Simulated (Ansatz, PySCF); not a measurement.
Gas-phase reaction in SMILES: OB(O)O[SiH3] + 4 [H][H] (H2) -> B (BH3) + 3 O (H2O) + [SiH4] (SiH4)
Structures are relaxed separately at B3LYP-D3(BJ)/def2-TZVP in Ansatz (a quantum-chemistry and plane-wave program), one conformer each, not searched for the lowest. Frequencies are from Ansatz or PySCF.
Geometry of the first species:
SMILES: OB(O)O[SiH3]
```xyz
10

O     -0.9525     0.5204     1.2832
B     -0.8436    -0.3860     0.2505
O     -1.7688    -1.3534    -0.0438
O      0.2609    -0.3214    -0.5386
Si     1.5870     0.6615    -0.5390
H     -1.7397     0.4585     1.8291
H     -2.5412    -1.3823     0.5251
H      1.1905     2.0735    -0.7389
H      2.4408     0.2216    -1.6614
H      2.3325     0.5333     0.7334
```
Charge 0, spin multiplicity 1.

Property: energy of full hydrogenation (enthalpy at 298 K, with B3LYP-D3(BJ) rigid-rotor harmonic-oscillator terms), in kcal/mol. Valence correlation only, unless marked. Spin-orbit coupling is left out. No relativistic terms. CBS marks a two-point X^-3 extrapolation of the correlation energy; Hartree-Fock from the larger set.

```json
[
 {"level": "HF/aug-cc-pV(D+d)Z", "program": "Ansatz", "energy of full hydrogenation (kcal/mol)": "82.5"},
 {"level": "PBE-D4/def2-TZVPD", "program": "Ansatz + dftd4", "energy of full hydrogenation (kcal/mol)": "102.9"},
 {"level": "LC-wPBE-D4/def2-TZVPD", "program": "Ansatz + dftd4", "energy of full hydrogenation (kcal/mol)": "103.6"},
 {"level": "RI-MP2/CBS(aug-cc-pV(T+d)Z,aug-cc-pV(Q+d)Z)", "program": "Ansatz", "energy of full hydrogenation (kcal/mol)": "108.2"}
]
```

Question: Estimate the value at CCSD(T)/CBS(cc-pV(T+d)Z,cc-pV(Q+d)Z) as computed with Ansatz.

Answer: 106.5 kcal/mol
